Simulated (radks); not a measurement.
The numbers below are computed, except where a source is named.
Numerical settings for the gallium ion Ga2+, [Ar] 3d10 4s1. Level of theory: scalar-relativistic Kohn-Sham, LDA (Slater exchange, Perdew-Wang correlation), spin-polarised, spherical densities, point nucleus; open shells are filled with parallel spins first (a radial shooting solver on a logarithmic mesh with Libxc functionals). The defaults (mesh step 0.008 in ln r, mesh end at 40 bohr or more with all orbitals vanishing there, Anderson mixing 0.5 over 9 steps, residual threshold near 1e-9 with the energy settled to 1e-9 hartree or 1e-11 of itself, here a cap of 86 iterations) give E = -1940.1278 hartree and 4s at -27.019 eV in 15 iterations. Run on one thread of a shared host, so times are rough (Intel(R) Xeon(R) Platinum 8488C): 0.21 s of CPU time, 0.21 s wall, 15 iterations on 2486 mesh points. Changes against that run (0 stands for a change within the tolerance of the run):

setting                     iterations  converged  E (mhartree)  e(4s) (meV)  CPU (s)
mesh step in ln r 0.2                3         no      diverged            -     0.02
mesh step in ln r 0.12               2         no      diverged            -     0.03
mesh step in ln r 0.02              15        yes             0            0      0.1
mesh end (bohr) 400                 15        yes             0            0     0.25
mesh end (bohr) 3                   15        yes          +267    +7.52e+03     0.21
residual threshold 0.1              12        yes             0      -0.0316      0.2
residual threshold 0.01             12        yes             0      -0.0316     0.19
mixing 2.5                          15        yes             0            0     0.23
linear mixing, mixing 0.2           86        yes             0            0     0.85
linear mixing, mixing 0.05          86         no        +0.131         -132      1.1
mixing history 3                    17        yes             0            0     0.23
iteration cap 5                      5         no         +17.1         +555     0.11

Settings that end as converged yet miss the energy by more than 1 mhartree: mesh end (bohr) 3 (+0.267 hartree). A mesh that ends early acts as a hard wall.
